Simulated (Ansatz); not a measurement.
Consider the hydrogenolysis of the Si–Si bond: `[SiH3][SiH]1CS1` + H₂ → `C1[SiH2]S1` + SiH₄.

Computed with Ansatz on PBE0-D4/def2-TZVP structures; ΔE is electronic, products minus reactants. CCSD(T)/CBS adds triple-zeta CCSD(T) − MP2 to the extrapolated MP2 energy (def2 sets, frozen cores). This one scheme is used for every species. Functionals use def2-TZVPP.

```tsv
level	ΔE (kcal/mol)
r2SCAN0-D4	-2.3
MP2/def2-QZVPP	-2.5
```

Question: What does CCSD(T)/CBS give? (Estimate.)

Answer: The calculation gave: -2.7 kcal/mol. The listed levels differ from it by 0.4, 0.2 kcal/mol.

Largest T1 diagnostic among the species: 0.013.

In def2-TZVPP, CCSD(T) changes the Hartree–Fock value by +7.2 kcal/mol (the triples alone add +1.4 kcal/mol) and MP2 by +7.8 kcal/mol. At CCSD(T), def2-SVP lies −3.7 kcal/mol from the extrapolated value and def2-TZVPP −0.9 kcal/mol. Leaving LDA and LC-ωPBE aside and taking each functional with its dispersion term where it has one, the values, not all of them listed here, spread over 6.1 kcal/mol, from CAM-B3LYP-D4 to revPBE-D4.
